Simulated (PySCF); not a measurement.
Vertical excitations of a molecule C2H10O2Si2 from TDA-PBE/def2-SVPD run with PySCF, as energy in eV (oscillator strength): 5.05 (0.007), 5.14 (0.001), 5.45 (0.032), 5.69 (0.015), 5.81 (0.006), 5.94 (0.005). Lowest triplet (TDA): 4.81 eV. The structure is a stationary point at r2SCAN-D4/def2-SVP. The values are those of a single conformer.

Task: Identify the compound among the candidates.
A. C[SiH2][Si](C)(O)O
B. C[C@](O)([SiH3])[SiH2]O
C. OCC[SiH2]O[SiH3]
D. OC[SiH]([SiH3])CO

Result: D, OC[SiH]([SiH3])CO
